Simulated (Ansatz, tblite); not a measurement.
Removing an electron: SiH(NHEt)3 (C6H19N3Si). The state is a singlet with charge 0. Geometry: r2SCAN-D4/def2-SVP. Ansatz, gas phase; energy differences of separate SCF runs; the oxidised species was run as a doublet alone.

```xyz
29

Si    0.143    0.110    0.165
H    -0.484   -0.785   -0.871
N     1.559    0.821   -0.523
C     2.459    0.191   -1.469
C     2.346    0.753   -2.884
H     1.692    1.823   -0.412
H     3.512    0.269   -1.127
H     2.236   -0.892   -1.485
H     1.324    0.617   -3.274
H     3.052    0.261   -3.573
H     2.567    1.834   -2.893
N     0.565   -0.794    1.578
C    -0.249   -1.827    2.191
C     0.218   -3.245    1.875
H     1.544   -0.811    1.848
H    -0.292   -1.691    3.291
H    -1.289   -1.694    1.840
H     0.203   -3.426    0.788
H    -0.419   -4.000    2.364
H     1.252   -3.401    2.226
N    -0.979    1.339    0.626
C    -1.895    2.035   -0.257
C    -3.348    1.600   -0.094
H    -1.158    1.470    1.618
H    -1.822    3.132   -0.114
H    -1.569    1.853   -1.297
H    -3.457    0.523   -0.303
H    -4.016    2.156   -0.773
H    -3.696    1.778    0.938
```

The xTB rows come from tblite.

| level | −HOMO (eV) | vertical IE (eV) | −LUMO (eV) | HOMO–LUMO gap (eV) |
| --- | --- | --- | --- | --- |
| GFN1-xTB | 10.12 | 12.68 | 3.61 | 6.51 |
| GFN2-xTB | 9.26 | 11.90 | 3.01 | 6.24 |
| PBE-D4/def2-TZVP | 4.86 | 7.32 | -0.37 | 5.23 |
| revPBE-D4/def2-TZVP | 4.80 | 7.36 | -0.47 | 5.27 |
| PBE0-D4/def2-TZVP | 6.17 | 7.80 | -1.17 | 7.34 |

Relaxing the oxidised species (r2SCAN-D4/def2-SVP) changes its energy by -0.27 eV at PBE-D4/def2-TZVP, so the adiabatic ionisation energy to this nearest minimum is 7.04 eV. At PBE0-D4/def2-TZVP it is 7.48 eV.    Raw xTB energy differences between charge states are shifted by several eV; the methods need an empirical correction for them.
